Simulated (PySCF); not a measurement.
Atoms are numbered as in `[CH3:1][CH2:2][O:3][SiH:4]1[CH2:5][CH2:6]1`. Each H is labelled by its parent atom. Ha(C5), Ha(C6) are cis to O3 on the ring; Hb(C5), Hb(C6) are trans to O3 on the ring.

Geometry: GFN2-xTB; GIAO absolute shieldings from PySCF 2.14, gas phase, non-relativistic, averaged over equivalent atoms.

At revPBE/6-31G* (108 basis functions, 22 s wall time on 1 thread of an Arm Neoverse V1, shared host):
| atoms | σ (ppm) |
| --- | --- |
| C2 | 132.1 |
| C1 | 172.3 |
| C5/C6 | 192.2 |
| O3 | 328.9 |
| Si4 | 458.6 |
| H(Si4) | 27.44 |
| H(C2) | 28.57 |
| Ha(C5)/Ha(C6) | 31.29 |
| H(C1) | 31.32 |
| Hb(C5)/Hb(C6) | 31.96 |

Predict the values at KT2/pcSseg-1 on the same geometry.

Results:


```
        atoms  σ at KT2/pcSseg-1  change
           C2              122.0   -10.1
           C1              164.7    -7.6
        C5/C6              187.1    -5.1
           O3              329.6    +0.7
          Si4              432.1   -26.5
       H(Si4)              26.80   -0.64
        H(C2)              27.80   -0.77
Ha(C5)/Ha(C6)              30.43   -0.86
        H(C1)              30.42   -0.90
Hb(C5)/Hb(C6)              31.19   -0.77
```

The largest change is at Si4 (silicon bonded to 2 C, O, H, in a 3-membered ring). Cost: 159 basis functions, 23 s wall time on 1 thread of an Arm Neoverse V1, shared host. The order of the carbon signals is the same at both levels.
